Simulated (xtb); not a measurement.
xtb input (GFN-FF):

```bash
xtb mol.xyz --gfnff --opt tight --chrg 1 --uhf 0
```
mol.xyz:
```
5

B      0.75463725     0.20854978     0.04226581
N     -0.50761348    -0.14028287    -0.02843047
H      1.87925560     0.51934666     0.10525356
H     -1.28046013     0.52232676     0.05508646
H     -0.81868737    -1.10244223    -0.17265575
```

End of the output:

```
         :::::::::::::::::::::::::::::::::::::::::::::::::::::
         ::                     SUMMARY                     ::
         :::::::::::::::::::::::::::::::::::::::::::::::::::::
         :: total energy               0.746824634976 Eh    ::
         :: gradient norm              0.000188790425 Eh/a0 ::
         ::.................................................::
         :: bond energy               -0.684301531119 Eh    ::
         :: angle energy               0.001405093422 Eh    ::
         :: torsion energy             0.000000000000 Eh    ::
         :: repulsion energy           0.028479871322 Eh    ::
         :: electrostat energy         1.401948576169 Eh    ::
         :: dispersion energy         -0.000707374421 Eh    ::
         :: HB energy                  0.000000000000 Eh    ::
         :: XB energy                  0.000000000000 Eh    ::
         :: bonded atm energy         -0.000000000396 Eh    ::
         :: external energy            0.000000000000 Eh    ::
         :: add. restraining           0.000000000000 Eh    ::
         :: total charge               1.000000000000 e     ::
         :::::::::::::::::::::::::::::::::::::::::::::::::::::

           -------------------------------------------------
          |                Property Printout                |
           -------------------------------------------------

molecular dipole:
                 x           y           z       tot (Debye)
 q only:        0.199       0.055       0.011       0.525
           -------------------------------------------------
          |                Geometry Summary                 |
           -------------------------------------------------

      molecular mass/u    :       27.8415535
   center of mass at/Å    :        0.0250417       0.0069205       0.0014025
  moments of inertia/u·Å² :        0.1339835E+01   0.1743119E+02   0.1877103E+02
rotational constants/cm⁻¹ :        0.1258187E+02   0.9670957E+00   0.8980665E+00

 * 3 selected distances

     #   Z          #   Z                                           value/Å
     1   5 B        2   7 N                                       1.3299933 (max)
     2   7 N        4   1 H                                       0.9987085 (min)
     2   7 N        5   1 H                                       0.9987085

 * 2 distinct bonds (by element types)

   Z      Z             #   av. dist./Å        max./Å        min./Å
   1 H    7 N           2     0.9987085     0.9987085     0.9987085
   5 B    7 N           1     1.3299933     1.3299933     1.3299933

optimized geometry written to: xtbopt.xyz

           -------------------------------------------------
          | TOTAL ENERGY                0.746824634976 Eh   |
          | GRADIENT NORM               0.000188790425 Eh/α |
           -------------------------------------------------
########################################################################
[WARNING] Runtime exception occurred
-1- gfnff_setup: Could not read topology file.
########################################################################

------------------------------------------------------------------------
Note: The following floating-point exceptions are signalling: IEEE_UNDERFLOW_FLAG IEEE_DENORMAL
normal termination of xtb
------------------------------------------------------------------------
 total:
 SCF:
 ANC optimizer:
```

It need not be the lowest isomer of its formula.
